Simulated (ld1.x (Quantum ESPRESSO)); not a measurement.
## Which change was made? (Ga, TM)

* Element: gallium (Ga)
* Generator: ld1.x (Quantum ESPRESSO) 7.5
* Type: norm-conserving Troullier–Martins (Kleinman–Bylander form)
* Functional: PBEsol
* Relativity: scalar-relativistic
* Frozen core: [Ar] 3d10
* Valence charge: 3
* Reference configuration: 4s1.5 4p1.5
* Partial waves: 4s (bound): rc 1.70 bohr; 4p (bound): rc 1.65 bohr
* Local potential: the p channel
* Core correction: none

Cutoffs, loose and tight: the cutoffs (Ry, on a coarse ladder) from which the occupation-weighted sum of valence levels, in a spherical-Bessel basis at the reference potential, stays within 10 and 1 mRy of its value at 400 Ry. They do not see the model core or the augmentation charge, which bear on the density cutoff. Test errors are all-electron minus pseudo excitation energies from the reference, over the configurations 4s2 4p1; 4s2 4p0; 4s1 4p0; 4s0 4p3; 4s1 4p1; 4s1 4p2; 4s2 4p1.3; variants that change the core or the reference have their own tests.

The base gives: outcome: generated; cutoff, loose: 25 Ry; cutoff, tight: 40 Ry; bound ghosts: s; largest test error (meV): +47.

(1) After one change the result is: outcome: generated; cutoff, loose: 30 Ry; cutoff, tight: 60 Ry; bound ghosts: s; largest test error (meV): +43. Which change was it?
A. wave 4s (bound): rc 1.70 bohr becomes 4s (bound): rc 2.52 bohr
B. wave 4s (bound): rc 1.70 bohr becomes 4s (bound): rc 1.50 bohr
C. wave 4s (bound): rc 1.70 bohr becomes 4s (bound): rc 2.16 bohr
D. wave 4s (bound): rc 1.70 bohr becomes 4s (bound): rc 1.08 bohr

Results:

(1) B. The others give: wave 4s (bound): rc 1.70 bohr becomes 4s (bound): rc 2.52 bohr → outcome: generated; cutoff, loose: 18 Ry; cutoff, tight: 40 Ry; bound ghosts: none; largest test error (meV): +23 | wave 4s (bound): rc 1.70 bohr becomes 4s (bound): rc 2.16 bohr → outcome: generated; cutoff, loose: 21 Ry; cutoff, tight: 40 Ry; bound ghosts: none; largest test error (meV): +37 | wave 4s (bound): rc 1.70 bohr becomes 4s (bound): rc 1.08 bohr → outcome: generated; cutoff, loose: 200 Ry; cutoff, tight: 230 Ry; bound ghosts: s; largest test error (meV): +156.
